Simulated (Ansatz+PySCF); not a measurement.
Results of a calculation; reference values are marked as such.
## PySCF 2.14.0 run

```python
from pyscf import gto, scf, cc

mol = gto.M(atom="""
Be 0.000000 0.000000 0.000000
S 0.000000 0.000000 1.660000
""", basis='sto-3g', charge=0, spin=0)
mf = scf.RHF(mol)
mf.kernel()
mycc = cc.CCSD(mf, frozen=6).run()
et = mycc.ccsd_t()
print(mf.e_tot, mycc.e_corr, et, mycc.e_tot + et)
```

The script is written out from the run's settings.

Output:

| Quantity | Value |
| --- | --- |
| Converged | yes |
| Reference energy | -407.56901 hartree |
| CCSD correlation energy | -0.08648 hartree |
| Triples correction | -0.00619 hartree |
| Total energy | -407.66168 hartree |
| Spin squared of the determinant | 0.000 |
